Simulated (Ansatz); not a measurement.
Consider the formal hydrolysis of a B–S bond: `NB(S)Cl` + H₂O → `NB(O)Cl` + H₂S.

Isolated molecules relaxed with PBE0-D4/def2-TZVP in Ansatz; ΔE leaves out vibrations. CCSD(T)/CBS is the MP2 limit (def2-TZVPP, def2-QZVPP) plus CCSD(T) − MP2 in def2-TZVPP, frozen cores. This one scheme is used for every species. DFT in def2-TZVPP. B3LYP here is the variant with VWN-RPA as its local correlation; programs differ in this. HSE06 is defined as in plane-wave codes. One conformer a species, not always the lowest.

| level | ΔE (kJ/mol) |
| --- | --- |
| B97M-V | -65.4 |
| PBE0-D4 | -57.8 |
| B3LYP-D4 | -64.6 |
| revPBE | -56.9 |
| r2SCAN | -63.6 |
| HSE06 | -60.7 |
| BHLYP | -74.7 |
| CAM-B3LYP | -74.4 |

(1) What does CCSD(T)/CBS give? (Best estimate.)

Largest T1 diagnostic among the species: 0.011.

## Answers

(1) The calculation gave: -58.2 kJ/mol. The listed levels differ from it by -7.2, 0.4, -6.4, 1.3, -5.4, -2.5, -16.5, -16.2 kJ/mol.

The D4 term adds +5.6 kJ/mol with B3LYP and +2.9 kJ/mol with PBE0; it sums over pairs of atoms, weighted by their polarisabilities, and B3LYP, whose exchange is more repulsive, gets the larger term. At CCSD(T), def2-SVP lies −20.0 kJ/mol from the extrapolated value and def2-TZVPP −4.8 kJ/mol.
